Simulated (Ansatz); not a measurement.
Frontier orbitals of AlBH₆OSi, SMILES `[AlH2][BH]O[SiH3]`.

The species carries charge 0 and has multiplicity 1. Geometry: relaxed with PBE0-D4/def2-TZVP. It is one conformer, not always the lowest. Basis def2-TZVPP, the Gaussian-basis code of Ansatz.

| functional | HOMO (eV) | LUMO (eV) |
| --- | --- | --- |
| r2SCANh | -6.34 | -1.77 |

**Question.** Give HOMO and LUMO (eV) with LDA (SPW92), PBE, revPBE, BLYP, r2SCAN, B97M-V, PBE0, B3LYP, r2SCAN0, HSE06 (plane-wave form), BHLYP, CAM-B3LYP, LC-ωPBE, ωB97X-V, ωB97M-V, HF. (Estimate.)

**Answer.** The calculation gave: 
| functional | HOMO | LUMO |
| --- | --- | --- |
| LDA (SPW92) | -5.75 | -2.59 |
| PBE | -5.68 | -2.35 |
| revPBE | -5.64 | -2.24 |
| BLYP | -5.57 | -2.23 |
| r2SCAN | -5.90 | -2.03 |
| B97M-V | -6.01 | -2.30 |
| PBE0 | -6.86 | -1.57 |
| B3LYP | -6.67 | -1.78 |
| r2SCAN0 | -7.00 | -1.39 |
| HSE06 (plane-wave form) | -6.46 | -1.94 |
| BHLYP | -7.97 | -0.80 |
| CAM-B3LYP | -8.19 | -0.64 |
| LC-ωPBE | -9.51 | 0.47 |
| ωB97X-V | -9.18 | 0.33 |
| ωB97M-V | -8.99 | 0.02 |
| HF | -9.70 | 1.13 |

B3LYP here is the variant with VWN-RPA as its local correlation; programs differ in this. LC-ωPBE has ω = 0.4 bohr⁻¹. Positive LUMOs are unbound and depend on the basis.
